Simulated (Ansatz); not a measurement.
ClFGe2H4O, SMILES `[OH][Ge]([F])([Cl])[GeH3]`, 9 atoms. Total charge 0; spin multiplicity 1. Correlated methods include outer-core shells of Ge, which these sets cover unevenly. Scalar relativity is left out up to krypton. Hardware: A = 2 threads of an AMD EPYC 7R13 on a shared host; B = 2 threads of an AMD EPYC 7R13 on a shared host and a share of an NVIDIA H100 80 GB. Correlated methods freeze the cores. Open-shell runs search over several starts.

(1) Give the basis size and wall time and peak host memory of each of these runs in Ansatz. RKS PBE0-D4/def2-SVP energy [A]; RKS BLYP-D4/def2-TZVPP energy [A]; UHF-CCSD(T)/def2-TZVPP energy of the cation [B]; RKS ωB97M-V/def2-SVP energy [A]; RKS B97M-V/def2-TZVPP energy [A]; RKS PBE0-D4/def2-QZVPP energy [B]; direct RPA on PBE orbitals/def2-TZVPP energy [A]; UKS PBE-D4/def2-TZVPP energy of the cation [A]; RKS LC-ωPBE/def2-TZVPP energy [A]; RHF-CCSD(T)/def2-TZVPP energy [B]; UKS ωB97M-V/def2-TZVPP energy of the cation [A]; UKS ωB97X-V/def2-TZVPP energy of the cation [A]. (An estimate is asked.)

Answers

(1) Computed: Other jobs shared the machine, so times are rough.

```tsv
level	job	functions	wall time	peak host memory (GiB)
RKS PBE0-D4/def2-SVP	energy [A]	130	2.9 s	0.38
RKS BLYP-D4/def2-TZVPP	energy [A]	256	3.6 s	0.42
RKS LC-ωPBE/def2-TZVPP	energy [A]	256	4.8 s	0.6
RKS PBE0-D4/def2-QZVPP	energy [B]	482	5 s	1.1
RHF-CCSD(T)/def2-TZVPP	energy [B]	256	8.5 s	0.84
direct RPA on PBE orbitals/def2-TZVPP	energy [A]	256	9 s	0.65
RKS ωB97M-V/def2-SVP	energy [A]	130	9.5 s	0.53
RKS B97M-V/def2-TZVPP	energy [A]	256	14 s	0.5
UKS PBE-D4/def2-TZVPP	energy of the cation [A]	256	30 s	0.93
UHF-CCSD(T)/def2-TZVPP	energy of the cation [B]	256	59 s	0.89
UKS ωB97X-V/def2-TZVPP	energy of the cation [A]	256	110 s	2.4
UKS ωB97M-V/def2-TZVPP	energy of the cation [A]	256	2.2 min	2.5
```

LC-ωPBE has ω = 0.4 bohr⁻¹.
